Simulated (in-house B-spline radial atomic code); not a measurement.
Pd¹⁸⁺. Computed with a B-spline radial atomic code. Model: all-electron spherical atom, spin shells full or empty, radial basis limit, no spin-orbit coupling: exact exchange with a local potential (Slater, KLI or optimised effective potential, whose far tail is KLI's), no correlation.

Exchange potential has not reached -1/r at the last radius.

The run also made RPA and GW results, which its time includes.

The Slater potential averages the orbital exchange potentials with the orbital densities as weights, KLI adds orbital constants, and the optimised effective potential minimises the exact-exchange energy among local potentials. So their energies lie above Hartree-Fock in the order OEP, KLI, Slater. All fall off as −1/r, unlike LDA and GGA exchange.

Command:
```bash
python run_gw.py task.json out
```
Settings (lengths in bohr, energies in hartree):
```
Z                      46
electrons              28
configuration          [Ar] 3d10
hamiltonian            nr
method                 slater
lmax                   9
spin_polarised         False
box_radius             4.4
intervals              67
```

Cost of the run: 3.8 s on 1 thread of Arm Neoverse N1 (shared host).

Given: hamiltonian non-relativistic; mean-field start Slater potential.

Computed: energy above Hartree-Fock 170.55 millihartree; virial ratio -E/T less 1 -0.008975.

```
radius (bohr)  r times exchange potential (hartree bohr)
      0.00109                                   -0.05194
      0.00131                                  -0.062376
      0.00159                                  -0.075626
      0.00192                                  -0.091186
      0.00232                                   -0.10995
       0.0028                                          ?
      0.00339                                   -0.15947
       0.0041                                    -0.1917
      0.00495                                   -0.22948
      0.00599                                   -0.27443
      0.00724                                   -0.32639
      0.00875                                   -0.38593
       0.0106                                    -0.4538
       0.0128                                   -0.52707
       0.0154                                   -0.60336
       0.0187                                   -0.68477
       0.0226                                   -0.76043
       0.0273                                   -0.82527
        0.033                                   -0.87138
       0.0399                                   -0.89335
       0.0482                                   -0.90259
       0.0582                                          ?
       0.0704                                    -1.0238
       0.0851                                    -1.1535
        0.103                                    -1.2885
        0.124                                     -1.386
         0.15                                    -1.4199
        0.182                                    -1.3927
         0.22                                    -1.4109
        0.265                                    -1.5484
        0.321                                     -1.729
        0.388                                     -1.839
        0.469                                    -1.8335
        0.566                                    -1.7307
        0.685                                    -1.5814
        0.828                                    -1.4362
            1                                     -1.316
```

(1) What belongs in the row 0.0028?

(2) What belongs in the row 0.0582?

```tsv
occupied	level (hartree)	Hartree-Fock level (hartree)
1s	-887.41	-891.21
2s	-143.85	-145.42
2p	?	?
3s	-40.437	-40.79
3p	-36.985	-36.991
3d	-30.588	-30.111
```

(3) What belongs in the row 2p?

```tsv
empty	level (hartree)
4s	-18.181
4p	-16.887
4d	?
4f	-12.299
5s	-10.395
5p	-9.8
```

(4) What belongs in the row 4d?

Results:

(1) r times exchange potential (hartree bohr): -0.13229.

(2) r times exchange potential (hartree bohr): -0.93582.

(3) level (hartree): -135.45; Hartree-Fock level (hartree): -136.07.

(4) level (hartree): -14.654.

The highest level, 3d, differs from Hartree-Fock by -13 eV and the deepest, 1s, by +103 eV: the Slater potential lacks the response part and is deeper than the optimised one throughout, so the top level comes too deep.
